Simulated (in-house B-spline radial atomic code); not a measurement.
Successive ionisation energies of lanthanum; each step leads to the configuration of the next row (after the last: bare). Dirac energy differences include first-order Breit, QED and recoil terms. NIST's values go from ground level to ground level; the uncertainty of those that are theory runs from under 0.1 % in few-electron ions to several per cent in heavy many-electron ones. Computed with an all-electron radial atomic-structure program (B-spline basis): Dirac-Hartree-Fock, jj configuration that fills j = l - 1/2 first, finite nuclei.

A number in brackets counts the electrons of a j subshell.

```tsv
ion	configuration	ionisation energy (eV)	tabulated value (eV)	tabulated kind	computed minus tabulated (eV)	highest orbital	largest mean radius (bohr)
La50+	[He] 2s2 2p1/2(2) 2p3/2(1)	9436.5	9437	tabulated theory	-1	2p3/2	0.10306
La51+	[He] 2s2 2p1/2(2)	?	?	tabulated theory	?	?	?
La52+	[He] 2s2 2p1/2(1)	10426.5	10426	tabulated theory	0	2p1/2	0.10191
La53+	[He] 2s2	10788.6	10789	tabulated theory	0	2s1/2	0.10132
La54+	[He] 2s1	11033.1	11033.4	tabulated theory	0	2s1/2	0.10078
La55+	1s2	?	?	tabulated theory	?	?	?
La56+	1s1	46245.6	46245.77	tabulated theory	0	1s1/2	0.024729
```

Fill in the row of La51+.

ionisation energy (eV): 10134.4; tabulated value (eV): 10136; computed minus tabulated (eV): -2; highest orbital: 2p1/2; largest mean radius (bohr): 0.1025.

Fill in the row of La55+.

ionisation energy (eV): 45141.9; tabulated value (eV): 45145; computed minus tabulated (eV): -3; highest orbital: 1s1/2; largest mean radius (bohr): 0.024907.

Where is the largest jump?

From La54+ to La55+, by a factor of 4.09 (11033 to 45142 eV); the highest orbital goes from 2s1/2 to 1s1/2.
